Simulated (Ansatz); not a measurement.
CH5FGeOSi (`F[C]1([GeH3])O[SiH2]1`). The species carries charge 0 and has multiplicity 1. All single points use the PBE0-D4/def2-TZVP geometry.

```xyz
10

F    -0.820   -1.757   -0.283
C    -0.202   -0.531   -0.233
Ge   -1.059    0.642    1.098
O    -0.069    0.027   -1.540
Si    1.459   -0.387   -0.982
H    -0.233    1.935    1.163
H    -1.044   -0.064    2.460
H    -2.499    0.946    0.662
H     2.376    0.741   -0.714
H     2.091   -1.552   -1.633
```

Task: What is the dipole moment at PBE/def2-TZVPP? (Estimate.)

Result: Computed: 2.08 D, with components (1.85, 0.64, 0.70) D in this frame, pointing from negative to positive charge.

Task: And with r2SCAN, B3LYP, ωB97M-V? (Estimate.)

Result: Ansatz gave: r2SCAN 2.20 D, B3LYP 2.41 D, ωB97M-V 2.47 D.

Task: Give the Mulliken charges with PBE, B3LYP, ωB97M-V in def2-TZVPP. (An estimate is asked.)

Result: Ansatz gave: 
```csv
atom,PBE,B3LYP,ωB97M-V
F1,-0.16,-0.22,-0.20
C2,0.11,0.16,0.06
Ge3,0.10,0.12,0.07
O4,-0.29,-0.37,-0.35
Si5,0.34,0.42,0.38
H6,-0.01,-0.01,0.02
H7,0.00,0.00,0.02
H8,0.00,0.01,0.03
H9,-0.05,-0.05,-0.01
H10,-0.04,-0.04,0.00
```

B3LYP here is the variant with VWN-RPA as its local correlation; programs differ in this.
